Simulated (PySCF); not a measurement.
Isomers of C7H10NP, mass 139.055 u with the commonest isotopes. Method: PBE0/pcSseg-1 in PySCF (dipole) on a GFN2-xTB geometry, gas phase. One conformer each, none proved a minimum here; rigid rotors.

Question: Order these by rotational constant A, largest first.
A. `[CH3:1][C:2]([CH3:3])=[P:4][n:5]1[cH:6][cH:7][cH:8][cH:9]1` with C2–P4–N5–C6 126°
B. `[CH3:1][c:2]1[cH:3][n:4]([CH:5]2[CH2:6][CH2:7]2)[cH:8][p:9]1` with C3–N4–C5–C6 -57°
C. `[CH3:1][c:2]1[cH:3][p:4][cH:5][n:6]1[CH:7]1[CH2:8][CH2:9]1` with C5–N6–C7–C8 37°

Answer: A (3443 MHz), B (3095 MHz), C (2474 MHz).

Question: Order these by rotational constant B, largest first.
A. `[CH3:1][c:2]1[cH:3][p:4][cH:5][n:6]1[CH:7]1[CH2:8][CH2:9]1` with C5–N6–C7–C8 37°
B. `[CH3:1][C:2]([CH3:3])=[P:4][n:5]1[cH:6][cH:7][cH:8][cH:9]1` with C2–P4–N5–C6 126°
C. `[CH3:1][c:2]1[cH:3][n:4]([CH:5]2[CH2:6][CH2:7]2)[cH:8][p:9]1` with C3–N4–C5–C6 -57°

Answer: A (1138 MHz), C (916.1 MHz), B (874.5 MHz).

Question: Order these by rotational constant C, largest first.
A. `[CH3:1][C:2]([CH3:3])=[P:4][n:5]1[cH:6][cH:7][cH:8][cH:9]1` with C2–P4–N5–C6 126°
B. `[CH3:1][c:2]1[cH:3][p:4][cH:5][n:6]1[CH:7]1[CH2:8][CH2:9]1` with C5–N6–C7–C8 37°
C. `[CH3:1][c:2]1[cH:3][n:4]([CH:5]2[CH2:6][CH2:7]2)[cH:8][p:9]1` with C3–N4–C5–C6 -57°

Answer: B (823.8 MHz), A (774.3 MHz), C (742.9 MHz).

```tsv
SMILES	point group	Ia (u·Å²)	Ib (u·Å²)	Ic (u·Å²)	κ	μa (D)	μb (D)	μc (D)
Cc1cn(C2CC2)cp1	C1	163.28	551.68	680.29	-0.85	3.35	1.62	0.36
CC(C)=Pn1cccc1	C1	146.79	577.88	652.69	-0.92	2.15	1.25	0.42
Cc1cpcn1C1CC1	C1	204.31	444.08	613.46	-0.62	4.12	1.11	0.37
```
